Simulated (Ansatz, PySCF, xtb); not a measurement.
Pulling on the Ge1–H3 bond in ClGeH3 (SMILES [Cl][GeH3]) (multiplicity 1 held, fragments rigid). Energies count from the point at 1.533 Å.
Geometry at that point (charge 0, multiplicity 1):
```xyz
5

Ge    -0.68437     0.03164     0.00356
Cl     1.48817    -0.06879    -0.00774
H     -1.06959     1.46669    -0.37373
H     -1.14315    -0.32667     1.42175
H     -1.18623    -0.98290    -1.03035
```

R- and RO- levels are restricted; in cc, def2 and unpolarised 6-31G sets they are followed outwards from rest. U- levels take the lowest unrestricted solution at each point, which mixes spins at long bonds. Active spaces are followed from a long bond inwards. Left out are points that failed, MP2 points that dive below the minimum, coupled-cluster points behind a jump of the amplitudes or a sharp parting from full CI or MRCI, small-basis points behind a change of solution, and semi-empirical points at long bonds. Curves can end on different states.

Cores are frozen in the correlated methods. Filled d and f shells under p-block atoms count as core. Rows in 3-21G, LANL2DZ carry no dispersion term and start afresh at each structure; the Pople sets are all-electron and without relativity. LANL2DZ brings its own core potentials from Na on.

Run with Ansatz (a first-principles code); PySCF for 3-21G rows, LANL2DZ rows; xtb for the GFN methods.  The GFN methods have no spin term and hold the electronic entropy of 300 K.

Energies in kJ/mol.

```csv
R (Å),GFN2-xTB,R-HF/3-21G,U-HF/def2-TZVPP,R-BP86/LANL2DZ,R-r2SCAN/def2-TZVPP,"FIC-MRCISD+Q on CASSCF(2,2)/def2-TZVPP"
1.226,111,120,130,134,121,132
1.380,13,22,24,29,23,26
1.533,0,0,0,0,0,0
1.686,16,18,19,11,17,15
1.840,41,56,59,42,53,51
2.070,88,132,137,105,121,118
2.300,137,213,209,170,190,185
2.683,215,340,263,266,290,273
3.066,277,450,281,339,365,326
3.526,330,557,287,400,427,354
4.139,370,660,289,448,476,365
4.906,387,738,289,left out,505,368
```

Doubts at one or more of the structures used: a restricted determinant that unrestricted orbitals would lower (R-HF/3-21G, R-r2SCAN/def2-TZVPP); a spin-contaminated determinant (U-HF/def2-TZVPP).
